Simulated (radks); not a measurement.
Removal energies from the cerium ion Ce12+, [Kr] 4d10, by Delta-SCF beside the eigenvalue of the level emptied. All-electron calculation, Dirac Kohn-Sham, BLYP, spin-unpolarised, spherical densities, finite nucleus; Fermi nuclear charge, rms radius of each element as measured or else 0.836 A^(1/3) + 0.57 fm. Program: a radial shooting solver on a logarithmic mesh with Libxc functionals. Sub-shells are occupied by j as written (lower j first in brackets).

removed from,final configuration,Delta-SCF (eV),-eigenvalue (eV)
4d5/2,"[Kr] 4d(3/2: 4, 5/2: 5)",311.94,296.99
4d3/2,"[Kr] 4d(3/2: 3, 5/2: 6)",315.64,300.56
4p3/2,"[Ar] 3d10 4s2 4p(1/2: 2, 3/2: 3) 4d10",410.64,394.89
4p1/2,"[Ar] 3d10 4s2 4p(1/2: 1, 3/2: 4) 4d10",430.65,414.45
